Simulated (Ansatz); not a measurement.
C2H7BrGe can be A, `[CH3][GeH2][CH2]Br`, or B, `[CH3][GeH]([CH3])[Br]`.

Gas-phase electronic energies from Ansatz, PBE0-D4/def2-TZVP geometries. CCSD(T)/CBS is the MP2 limit (def2-TZVPP, def2-QZVPP) plus CCSD(T) − MP2 in def2-TZVPP, frozen cores. Functionals use def2-TZVPP. B3LYP here is the variant with VWN-RPA as its local correlation; programs differ in this. For Br, Ge outer-core shells are correlated without core-valence functions, which leaves a few kJ/mol of doubt a bond. Scalar relativity is left out up to krypton. One conformer a species, not always the lowest.

(1) Which isomer does CCSD(T)/CBS put lower? Give the gap. (Best estimate.)

(2) Give E(B) − E(A) in kJ/mol with PBE-D4, CCSD(T)/def2-TZVPP, CCSD/def2-TZVPP, MP2/def2-TZVPP, ωB97M-V, B2PLYP, B3LYP. (Best estimate.)

Largest T1 diagnostic: 0.009.

Results:

(1) Ansatz gave: B, by 157.2 kJ/mol.

(2) The calculation gave: PBE-D4 -154.8, CCSD(T)/def2-TZVPP -156.0, CCSD/def2-TZVPP -158.2, MP2/def2-TZVPP -161.0, ωB97M-V -160.2, B2PLYP -160.2, B3LYP -159.8. None reverses the order clearly.

In def2-TZVPP, CCSD(T) changes the Hartree–Fock value by +16.0 kJ/mol (the triples alone add +2.2 kJ/mol) and MP2 by +11.0 kJ/mol. From PBE to PBE0 (25 % exact exchange), in def2-TZVPP and without D4, E(B) − E(A) moves by −5.9 kJ/mol.
